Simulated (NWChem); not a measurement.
# C2Cl2F2; SMILES F/C(Cl)=C(/F)Cl

**Question.** Give the equilibrium geometry at PBE0/def2-SVP (NWChem) as a list of bonds and angles, with the point group.

**Answer.** point group C2h; any orientation.
Bonds (Å): F1–C2 1.316, C2–Cl3 1.703, C2–C4 1.338, C4–F5 1.316, C4–Cl6 1.703. Angles (°): F1–C2–Cl3 115.4, F1–C2–C4 121.6, Cl3–C2–C4 123.0, C2–C4–F5 121.6, C2–C4–Cl6 123.0, F5–C4–Cl6 115.4.
